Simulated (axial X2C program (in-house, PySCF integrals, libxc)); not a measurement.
**GeH: nuclear properties from DFT to coupled cluster**

Calculated with an axial X2C code built on PySCF integrals: two-component X2C with atomic mean-field Coulomb and Gaunt terms, Gaussian nuclei, basis Ge dyall-acv3z, H dyall-av3z with contracted cores.

R = 1.598 Å (near the PBE0 minimum at charge 0 of the determinant lowest at the starting distance; the state shown can have its own minimum elsewhere); state Ω = 1/2 (⟨Sz⟩ = -0.50, ⟨Lz⟩ = 1.00 at PBE0).

```tsv
level	Eeff magnitude (GV/cm)	Ws magnitude Ge (kHz)	A∥/gI Ge (MHz)	qzz Ge (a.u.)	A∥/gI H (MHz)	μ (D)
PBE0	0.11	0.0867	1500	-3.51	12.8	-0.20
HF	0.256	0.208	1300	-3.44	14	-0.10
B3LYP	0.0323	0.0215	1460	-3.47	10.8	-0.30
```

Eeff is the effective electric field on the electron electric dipole moment in this Ω state and Ws the scalar–pseudoscalar constant of the nucleus named (defined with the proton number Z and per Ω); A∥ (defined per Ω) follows by multiplying with gI = μI/(I μN); qzz is the electric field gradient, eQq0 = 234.96 MHz × Q/barn × qzz; μ is positive if the H end (last atom) is positive. The operators were transformed with the bare-nucleus X2C matrices; with these basis sets, hyperfine constants and field gradients can be off by tens of per cent, and where levels differ in sign neither size nor sign is settled.

Finite-field MP2, CCSD and CCSD(T), with 15 electrons correlated in 130 natural virtual spinors (MP2 remainder added):

```json
{"level": "MP2", "Eeff magnitude (GV/cm)": "0.0168", "Ws magnitude Ge (kHz)": "0.0228", "A∥/gI Ge (MHz)": "1400", "qzz Ge (a.u.)": "-3.48", "A∥/gI H (MHz)": "16.6", "μ (D)": "-0.25"}
{"level": "CCSD", "Eeff magnitude (GV/cm)": "0.0026", "Ws magnitude Ge (kHz)": "0.00594", "A∥/gI Ge (MHz)": "1270", "qzz Ge (a.u.)": "-3.38", "A∥/gI H (MHz)": "13", "μ (D)": "-0.20"}
{"level": "CCSD(T)", "Eeff magnitude (GV/cm)": "0.0187", "Ws magnitude Ge (kHz)": "0.0239", "A∥/gI Ge (MHz)": "1260", "qzz Ge (a.u.)": "-3.36", "A∥/gI H (MHz)": "13.1", "μ (D)": "-0.21"}
```

T1 = 0.012 (Lee–Taylor). One unrestricted determinant, the lowest of a limited PBE0 search, is the reference; the functionals treat spin collinearly. The sign of Eeff is opposite to CCSD(T) at PBE0, HF, B3LYP, CCSD. Eeff spreads by more than a factor of two over the levels. Correlation of the inner shells is missing, which matters for properties at the nucleus. Number of frozen shells: Ge 3 s, 2 p; H none.

By how much does correlation change each value, CCSD(T) against HF?

A∥/gI Ge -3 %; qzz Ge -2 %; A∥/gI H -6 %; μ 110 %.
